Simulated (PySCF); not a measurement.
Level of theory: PBE-D3(BJ)/def2-TZVP (PySCF). Isolated molecules, 0 K electronic values unless said otherwise. One relaxed conformer stands for a flexible species; it need not be the lowest. Excitations are Tamm–Dancoff values on a coarser integration grid. The basis has no diffuse functions, so Rydberg states are missing or too high.

Reference species (SMILES): `C=CC(=C)[SeH]` (C–C–C–Se torsion -4°, C–C–Se–H torsion 140°) (neutral, multiplicity 1).

```json
{
 "LUMO": "-2.17 eV",
 "S1 excitation (TDA)": "3.64 eV"
}
```

Changed species: `C(C=C)(O)=C` (C–C–C–O torsion 0°, C–C–O–H torsion 0°) (X = hydroxy; the reference has X = selanyl).

Give the shifts of the LUMO and S1 excitation (TDA).

the LUMO increases by 0.44 eV, to -1.73 eV; the S1 excitation (TDA) rises by 1.52 eV, to 5.16 eV.
